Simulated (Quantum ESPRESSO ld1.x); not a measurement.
Values are calculated unless marked as measured or tabulated.
The aim is neutral tungsten in [Xe] 4f14 5d4 6s2. This ld1.x (Quantum ESPRESSO 7.5) run was made with `OMP_NUM_THREADS=1 ld1.x < ld1.in > ld1.out`. Can the result be used? Name any fault.

```
 &input
    zed=74.0,
    iswitch=1,
    rel=2,
    lsd=1,
    dft='PBESOL',
    config='[Xe] 4f14 5d4 6s2',
    prefix='ld1',
    max_out_wfc=37,
    file_charge='ld1.rho',
 /
```

Output (excerpt):

```
     Program LD1 v.7.5 starts

 %%%%%%%%%%%%%%%%%%%%%%%%%%%%%%%%%%%%%%%%%%%%%%%%%%%%%%%%%%%%%%%%%%%%%%%%%%%%%%
     Error in routine ld1_readin (1):
     local spin density and spin-orbit not allowed
 %%%%%%%%%%%%%%%%%%%%%%%%%%%%%%%%%%%%%%%%%%%%%%%%%%%%%%%%%%%%%%%%%%%%%%%%%%%%%%

     stopping ...
```

Answer. No (refused). The line at issue: rel=2 lsd=1. The program stops in ld1_readin with "local spin density and spin-orbit not allowed": spin polarisation goes with rel = 0 or 1 alone. The sound input gives -16137.768 hartree.
